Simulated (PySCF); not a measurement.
Cyclopropyl cyanosilane, C4H7NSi.
Cartesian coordinates in Å at the GFN2-xTB level; atoms count from 1:
```xyz
13
C4H7NSi angstrom
N      2.031    2.077    1.048
C      1.827    1.108    0.472
Si     1.465   -0.472   -0.460
C     -0.401   -0.696   -0.385
C     -1.321    0.496   -0.424
C     -1.178   -0.284    0.839
H      1.940   -0.267   -1.831
H      2.179   -1.541    0.243
H     -0.778   -1.580   -0.889
H     -2.242    0.411   -0.982
H     -0.884    1.483   -0.462
H     -0.642    0.173    1.658
H     -1.999   -0.910    1.155
```

A calculation gives these core lines: C 1s: 290.71 (area 1), 290.95 (area 2), 291.71 (area 1) eV; N 1s: 405.18 eV; Si 1s: 1847.44 eV; Si 2p3/2: 107.63 eV.

Method: delta-SCF UKS SCAN, pcX-2 on the ionised atom, pcseg-1 elsewhere, spin-free X2C in PySCF 2.14.0. The structure is a single GFN2-xTB conformer in the gas phase; no vibrational or solvent corrections.

(1) Order the carbon atoms by C 1s binding energy.

Results:

(1) 290.71 eV: C4 (sp3 carbon bound to silicon); 290.95 eV: C5/C6 (three-membered-ring carbon); 291.71 eV: C2 (cyano carbon). Lowest listed C 1s: C4, bonded to 2 C, H and Si. Highest, 1.00 eV above it: C2, bonded to N (triple bond) and Si. The widest gap between neighbouring values is 0.76 eV, between 290.95 and 291.71 eV.

Bonded neighbours of each site: N1: C (triple bond); C2: N (triple bond) and Si; Si3: 2 C and 2 H; C4: 2 C, H and Si; C5/C6: 2 C and 2 H.

Problem. Which effective nuclear charge Zeff reproduces each element's mean 1s value in the hydrogen-like formula E = 13.606 eV × Zeff²?

Solution. C (Z = 6): mean 291.1 eV, Zeff = 4.63, Z − Zeff = 1.37; N (Z = 7): mean 405.2 eV, Zeff = 5.46, Z − Zeff = 1.54; Si (Z = 14): mean 1847.4 eV, Zeff = 11.65, Z − Zeff = 2.35. Means run over the listed sites, weighted by atom count.

Atoms equivalent by their bonding share one computed value, that of the first of them. 2p3/2 and 2p1/2 are the ΔSCF energy of one spin-free 2p hole plus the eigenvalues of a spin–orbit and ligand-field matrix of the shell. 2p1/2 minus 2p3/2 (ligand field included): Si 0.62 eV.

Time: 47 s wall. Hardware: one thread, Arm Neoverse V1 (shared host).
